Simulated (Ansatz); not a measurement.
A structure relaxed at r2SCAN-D4/def2-SVP in Ansatz, charge 0, singlet:

```xyz
11

Sn    0.3020   -0.5639   -0.6762
H    -0.1542   -0.4808   -2.3322
H     1.6192   -1.6625   -0.5526
C    -1.3606   -1.3406    0.4676
H    -1.6478   -2.3277    0.0768
H    -2.2236   -0.6634    0.3929
H    -1.0770   -1.4457    1.5248
Si    1.0253    1.7637    0.1474
H    -0.0811    2.7539   -0.0339
H     2.2176    2.2454   -0.6147
H     1.3802    1.7216    1.6001
```

Q: Give its formula, name or SMILES.

A: SnH2Me(SiH3) (CH₈SiSn).

Q: Summarise the bond lengths by kind (pairs closer than 1.2 times the sum of covalent radii, bridged metal pairs left out).

A: 1 × Si–Sn 2.57 Å; 1 × C–Sn 2.16 Å; 3 × C–H 1.10 Å; 3 × H–Si 1.49 to 1.50 Å; 2 × H–Sn 1.72 Å.

In the def2 sets Sn takes a core potential; there is no spin–orbit coupling.
